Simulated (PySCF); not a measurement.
# Computed data sheet: `C=CO/C=C\C(=O)OC`

Compound: C6H8O3.
Atom-mapped SMILES: `[CH2:1]=[CH:2][O:3]/[CH:4]=[CH:5]\[C:6](=[O:7])[O:8][CH3:9]` (hydrogens: H10, H11 on C1; H12 on C2; H13 on C4; H14 on C5; H15, H16, H17 on C9)

Structural features include: ester, C=C double bond and ether.

From GFN2-xTB geometry:

```
Point group of the GFN2-xTB geometry                  : Cs
Rotational constants A, B, C of the GFN2-xTB geometry : 5.425, 0.707, 0.628 GHz
```

PBE0/pcSseg-1 ground state and GIAO shieldings, non-relativistic (PySCF):

```
Dipole moment                                               : 2.46 D
HOMO energy                                                 : -6.80 eV
LUMO energy                                                 : -1.01 eV
HOMO–LUMO gap                                               : 5.79 eV
Lowest Hirshfeld atomic charge                              : -0.27 e on O7
Highest Hirshfeld atomic charge                             : +0.19 e on C6
13C chemical shifts (computed TMS as zero) by class         : 170.3 (C6), 161.5 (C4), 157.6 (C2), 103.7 (C5), 101.9 (C1), 52.9 (C9) ppm
1H chemical shifts (computed TMS as zero) by class          : 6.64 (H13), 6.57 (H12), 5.31 (H10), 5.13 (H14), 4.73 (H11), 3.84 (H15/H16/H17) ppm
Isotropic shieldings of nuclei other than C and H, by class : -94 (O7), 113 (O3), 144 (O8) ppm
Mayer bond orders between heavy atoms                       : C1–C2 1.95, C2–O3 0.96, O3–C4 1.06, C4–C5 1.74, C5–C6 1.02, C6–O7 1.96, C6–O8 1.05, O8–C9 0.88
```

Monoisotopic mass from the formula: 128.0473 u.

With B = h/(8π²I), that is 505.379 GHz u Å² over I, the principal moments of inertia are 93.2, 714.9 and 804.9 u Å² (most abundant isotopes); the inertial defect Ic − Ia − Ib is -3.2 u Å² (zero for a rigid planar frame, negative otherwise). A dipole of 2.46 D is allowed in Cs, and pure rotational transitions are dipole-allowed. The rotational constants make it an asymmetric top with κ = (2B − A − C)/(A − C) = -0.97, nearer the prolate limit (−1). The dipole equals about 8.2 × 10⁻³⁰ C·m (1 D = 3.33564 × 10⁻³⁰ C·m).

Geometry: GFN2-xTB, one conformer, isolated molecule. NMR classes are plain means over equivalent atoms (diastereotopic ones count apart unless rotation or inversion swaps them), as if these changed places fast; in this geometry the members of some classes differ.

Shape of the structure used: `[CH2:1]=[CH:2][O:3]/[CH:4]=[CH:5]\[C:6](=[O:7])[O:8][CH3:9]`: C1–C2–O3–C4 180°, C2–O3–C4–C5 180°, C4–C5–C6–O7 0°, C5–C6–O8–C9 180°.
